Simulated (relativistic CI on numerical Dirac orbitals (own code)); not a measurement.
## Tm: what numerical and physical settings do to a radial Dirac CI calculation

Reference input:

```
atom Tm  Z=69  charge=0  electrons=69
nucleus A=169  rms_radius_fm=5.2256
hamiltonian dirac-coulomb  breit=on  qed=on  c_scale=1
orbitals kli  potential=per-configuration
slater_scale 1
correlation none
mixing on
grid step=0.0125 r_max=259.4
scf mixing=0.4 start=green max_iterations=150 tolerance=2e-08 node_fill=0.05
configurations
  [Xe] 4f13 6s2
end
```

Computed lowest total energy -13551.72477 Ha, first excitation 8957.8 cm⁻¹, 25 SCF steps. Runs with settings changed; * marks those that are bad on purpose:

| Changed | Outcome | Lowest level | ΔE (Ha) | First excitation (cm⁻¹) | SCF steps | Message |
| --- | --- | --- | --- | --- | --- | --- |
| iteration limit 30, node fill of the KLI weights 0 | converged | 4f13 2F°_7/2 | 0.00472 | 8747.8 | 24 |  |
| SCF mixing 0.7, node fill of the KLI weights 0.01, Slater scale 0.6 | converged | 4f13 2F°_7/2 | 0.00407 | 8400.5 | 43 |  |
| Slater scale 1.2 | converged | 4f13 2F°_7/2 | -0.000385 | 9155.1 | 25 |  |
| grid step 0.008 | converged | 4f13 2F°_7/2 | -0.000121 | 8957.8 | 25 |  |
| node fill of the KLI weights 5 * | not converged |  |  |  | 78 | SCF of 1s2 2s2 2p6 3s2 3p6 3d10 4s2 4p6 4d10 4f13 5s2 5p6 6s2 did not converge |
| grid step 0.6 * | refused |  |  |  | 0 | the grid has 33 points, outside 40 to 4096 |

With so few configurations and no correlation, terms lie too far apart (by 10 to 50 % near neutrality), their order can be wrong, and levels of other configurations are missing.
